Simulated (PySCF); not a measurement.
C4H12O3Sn, charge -1, doublet, at the geometry of the source list (a state made from the parent by changing its charge; the spin is typed, not shown lowest) (all electrons, no relativity) (in this run its highest filled SCF level lies above zero, so its values depend strongly on the basis, on diffuse functions most of all). Base run: SVWN5/3-21G (PySCF).

The PySCF input:
```python
from pyscf import gto, scf, dft

mol = gto.M(
    atom='''
C    -3.31750000   -0.05390000    0.26770000
C    -2.08630000   -0.64560000   -0.40620000
C    -0.80630000    0.04620000    0.06650000
C     0.39980000   -0.56730000   -0.60880000
Sn    2.26120000    0.33860000    0.06300000
O     2.26010000    2.24970000   -0.32920000
O     2.47740000    0.20180000    2.00600000
O     4.05270000   -0.24920000   -0.57080000
H    -4.21660000   -0.57020000   -0.06140000
H    -3.41660000    1.00090000    0.02240000
H    -3.24220000   -0.14840000    1.34870000
H    -2.02550000   -1.71300000   -0.18000000
H    -2.17730000   -0.53990000   -1.49000000
H    -0.86240000    1.11020000   -0.16460000
H    -0.72120000   -0.05520000    1.14900000
H     0.48130000   -1.63090000   -0.38260000
H     0.36180000   -0.43250000   -1.68940000
H     3.10910000    2.67620000   -0.20800000
H     3.37410000    0.01460000    2.28650000
H     4.09440000   -1.03190000   -1.11890000
''',
    basis='3-21g',
    charge=-1,
    spin=1,
    verbose=4,
)

mf = dft.UKS(mol)
mf.xc = 'lda,vwn'
mf.kernel()
```

Each row names what was changed in the base input (with any setting that the change needs).

| change | ΔE vs base (µEh) | SCF cycles | <S^2> | outcome |
|---|---|---|---|---|
| base | 0.0 | 14 | 0.751 | converged |
| conv_tol_grad = 1e-3 | 0.0 | 13 | 0.751 | converged |
| level_shift = 0.5 (with mf.max_cycle = 100) | 0.0 | 56 | 0.751 | converged |
| init_guess = huckel | 0.0 | 23 | 0.751 | converged |
| diis = off; damp = 0.6 (with mf.diis_start_cycle = 200; with mf.max_cycle = 150) | 0.0 | 18 | 0.751 | converged |
| conv_tol = 1e-6 | 0.1 | 11 | 0.751 | converged |
| DIIS = ADIIS | 0.0 | 23 | 0.751 | converged |
| diis_space = 20 | 0.0 | 14 | 0.751 | converged |
| conv_tol = 1e-4 | 19.1 | 9 | 0.751 | converged |
| solver = newton; init_guess = 1e | - | - | - | cut at the time limit |
| level_shift = 1.0 (with mf.max_cycle = 100) | - | 100 | - | not converged |
| conv_tol = 1e-7 | 0.0 | 12 | 0.751 | converged |
| init_guess = sap | 0.0 | 20 | 0.751 | converged |

Open shells are given as the SCF converged; they aren't shown to be the lowest states, and a large step between rows can be another state.
